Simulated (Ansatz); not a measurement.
Ansatz (a quantum-chemistry and plane-wave program) input (HF/3-21G): The .json file is the Basis Set Exchange's 3-21G.

Ansatz 0.2 input:
```yaml
crystal:
  periodic: [false, false, false]
  atoms:
    - {symbol: Be, position_ang: [-0.17584624, -0.82281880, -0.39448036]}
    - {symbol: Cl, position_ang: [1.25805946, 0.39300807, -1.12300466]}
    - {symbol: Cl, position_ang: [-1.21668388, -0.19940364, 1.21582356]}
basis:
  gaussian:
    orbitals: 3-21G.json
hamiltonian:
  xc: {name: HF}
total_charge: -1
magnetization: {spin_polarized: true, initial_magnetization: 1}
phonons: {temperatures: {t_min: 298.15, t_max: 298.15, t_step: 100}}
```

**Question.** Which harmonic wavenumbers does it give?

**Answer.** 195, 525, 634 cm⁻¹ (unscaled; negative means imaginary).
